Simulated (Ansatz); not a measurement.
Which is lower?

The two ends of one reaction step of SiH₂Cl₃, doublet (PBE0-D4/def2-TZVP).

A:

```xyz
6
angstrom
H -0.6235 -0.4358 0.3467
Si 0.4696 0.3328 -0.2633
Cl 1.2543 -0.7200 -1.8111
Cl 1.9110 0.6756 1.1240
Cl -0.2493 2.1042 -0.9448
H -2.7622 -1.9568 1.5487
```

B:

```
atom    x (Å)    y (Å)    z (Å)
  H1  -1.8407  -1.2984   1.0291
 Si2   0.6812   0.4787  -0.3799
 Cl3   1.4718  -0.5777  -1.9384
 Cl4   2.1327   0.8265   1.0139
 Cl5  -0.0480   2.2594  -1.0636
  H6  -2.3972  -1.6884   1.3390
```

Ansatz 0.2.0; basis: def2-TZVPP; cores frozen in the correlated methods; orbitals are unrestricted. B3LYP uses VWN-RPA correlation.

Question: Which structure is lower at CCSD(T), and by how much? (An estimate is asked for; the value comes from the calculation.)

Answer: The calculation gives: B, by 50.9 kJ/mol (electronic energy, against the other). By their contacts, A is a complex of SiHCl₃ ([Cl][SiH]([Cl])[Cl]) + H and B is a complex of SiCl₃ ([Cl][Si]([Cl])[Cl]) + H₂.

All methods give the same order:

| method | E(B) − E(A) (kJ/mol) |
| --- | --- |
| SPW92 | -62.2 |
| PBE-D4 | -66.7 |
| BLYP-D4 | -79.2 |
| r2SCAN-D4 | -68.2 |
| B97M-V | -56.1 |
| PBE0-D4 | -55.6 |
| B3LYP-D4 | -69.6 |
| r2SCAN0-D4 | -62.3 |
| BHLYP-D4 | -55.2 |
| CAM-B3LYP-D4 | -57.8 |
| wB97X-V | -45.9 |
| wB97M-V | -48.6 |
| B2PLYP | -58.1 |
| PBE-QIDH | -44.3 |
| RPA on PBE | -57.6 |
| HF | -24.1 |
| MP2 | -39.3 |
| CCSD | -50.0 |
| CCSD(T) | -50.9 |

The T1 diagnostic stays at or below 0.012. ⟨S²⟩ of the unrestricted Hartree–Fock references: 0.75 to 0.76 (a pure state has 0.75).

Labels in which every atom is bracketed show which atoms are joined, not bond orders.

For scale, one of the runs: CCSD(T)/def2-TZVPP, 196 basis functions (an equivalent command: `ansatz run in.yaml --threads 4`). Time: 2.5 min of wall clock on 4 CPU threads; the host was shared. Peak host memory: 5.1 GiB.
